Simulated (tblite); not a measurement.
Torsional barriers computed with GFN2-xTB (tblite), climbing-image nudged elastic band, gas phase; electronic energies of the top image counted from the start geometry. The bands met a force threshold of 0.05 eV/Å; their tops weren't refined or checked by frequencies and can lie a kcal/mol or more above the method's true saddle points. Atom numbers follow the mapped SMILES.

**Question.** Rank the forward barriers of these bands, lowest first.
A. `[CH3:1][O+:2]([AlH3-:3])[CH2:4][CH:5]([F:6])[F:7]`: O2–C4–C5–F7 from 166° to -84°
B. `[CH3:1][CH2:2][C@@H:3]1[S:4][CH2:5][S:6][C@H:7]1[F:8]`: C1–C2–C3–S4 from -64° to 63°
C. `[CH3:1][C:2]([CH3:3])([CH3:4])[CH:5]1[CH2:6][CH2:7]1`: C1–C2–C5–C6 from 84° to -157°
D. `[CH3:1][C:2]#[C:3][GeH2:4][NH:5][GeH3:6]`: C3–Ge4–N5–Ge6 from 64° to -176°

**Answer.** D (1.1 kcal/mol), C (2.4 kcal/mol), A (3.0 kcal/mol), B (4.0 kcal/mol).

| SMILES | ends of the turned bond | barrier (kcal/mol) | end above start (kcal/mol) | dihedral at top (°) | bond at start (Å) | bond at top (Å) | Eyring rate at 298 K (s⁻¹) |
| --- | --- | --- | --- | --- | --- | --- | --- |
| CC#[C][GeH2][NH][GeH3] | germanium bonded to C, N and 2 H / nitrogen bonded to 2 Ge and H | 1.1 | 0.5 | 142 | 1.826 | 1.827 | 1 × 10^12 |
| CC(C)(C)C1CC1 | quaternary sp3 carbon / three-membered-ring carbon | 2.4 | 0.0 | 143 | 1.523 | 1.534 | 1 × 10^11 |
| C[O+]([AlH3-])CC(F)F | sp3 carbon bound to oxygen / CHF2 carbon | 3.0 | 2.0 | -125 | 1.530 | 1.545 | 4 × 10^10 |
| CC[C@@H]1SCS[C@H]1F | chain CH2 carbon / sp3 carbon bound to sulfur | 4.0 | 0.4 | -1 | 1.526 | 1.543 | 8 × 10^9 |

Rates take the electronic barrier for the free energy of activation. GFN2-xTB barriers can miss by several kcal/mol, and conformer orders can be wrong, so the ranking may change at better levels.
